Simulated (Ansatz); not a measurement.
Calculated with Ansatz (gas phase, PBE0-D4/def2-TZVP geometries, no zero-point term in ΔE). CCSD(T)/CBS adds triple-zeta CCSD(T) − MP2 to the extrapolated MP2 energy (def2 sets, frozen cores). DFT in def2-TZVPP. B3LYP here is the variant with VWN-RPA as its local correlation; programs differ in this. Each species was taken in one conformer, which may not be the lowest.

`C/C=C/CCC` + `BN[SiH2]O` → `BN[SiH2]OC` + `C=CCCC`  (substitution at a C–C bond)

```csv
level,ΔE (kJ/mol),difference from CCSD(T)/CBS
r2SCAN-D4,68.8,-1.0
B3LYP-D4,63.3,-6.5
ωB97X-V,64.7,-5.1
ωB97M-V,67.6,-2.2
r2SCAN,68.2,-1.6
PBE0,69.1,-0.7
B3LYP,61.0,-8.8
HF/def2-TZVPP,53.3,-16.5
MP2/def2-TZVPP,75.4,5.6
CCSD/def2-TZVPP,66.6,-3.2
CCSD(T)/def2-TZVPP,68.1,-1.7
HF/def2-QZVPP,52.7,-17.1
MP2/def2-QZVPP,76.1,6.3
HF/CBS(def2),52.6,-17.2
MP2/CBS(def2),77.0,7.2
CCSD/CBS(def2),68.2,-1.6
CCSD(T)/CBS,69.8,0
```

Largest T1 diagnostic among the species: 0.012.

In def2-TZVPP, CCSD(T) changes the Hartree–Fock value by +14.8 kJ/mol (the triples alone add +1.6 kJ/mol) and MP2 by +22.1 kJ/mol.
